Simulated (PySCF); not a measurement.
CH8FNSi2, SMILES C[Si@@](N)(F)[SiH3]. Atoms are numbered in the order given.

```xyz
13

C      1.5269    -0.9356     1.0334
Si     0.3743     0.1786     0.0711
N      0.1291     1.6335     0.9574
F      1.0949     0.4418    -1.3874
Si    -1.7288    -0.7410    -0.4058
H      2.4862    -0.4256     1.2256
H      1.7461    -1.8543     0.4673
H      1.0863    -1.2185     2.0021
H     -0.5610     2.3155     0.6579
H      0.9001     2.0861     1.4409
H     -2.6283     0.2992    -0.9928
H     -2.3654    -1.2547     0.8450
H     -1.6202    -1.8721    -1.3746
```

Geometry optimised at B3LYP-D3(BJ)/def2-SVP. The structure was generated by enumeration; whether it is a known compound was not checked. Other conformers were not sampled.

Calculation: HF/pcSseg-1 run with PySCF.

GIAO shieldings, no solvent; atoms alike by connectivity are averaged. δ = σ(ref) − σ: ¹³C against TMS (σ = 192.6 ppm); ²⁹Si against TMS (σ = 393.8 ppm); ¹⁵N against NH3 (σ = 267.3 ppm); ¹⁹F against CFCl3 (σ = 238.5 ppm); ¹H against TMS (σ = 31.99 ppm), references at their B3LYP-D3(BJ)/def2-TZVP geometries, non-relativistic.

Estimate the chemical shifts. (Estimate from the structure and the level; the computed values follow.)


```
nucleus          atoms  count  δ (ppm)
-------  -------------  -----  -------
¹³C                 C1      1      1.6
²⁹Si               Si2      1      6.7
²⁹Si               Si5      1    -97.4
¹⁵N                 N3      1     32.7
¹⁹F                 F4      1   -112.3
¹H       H11, H12, H13      3     3.46
¹H             H9, H10      2     1.64
¹H          H6, H7, H8      3     0.64
```
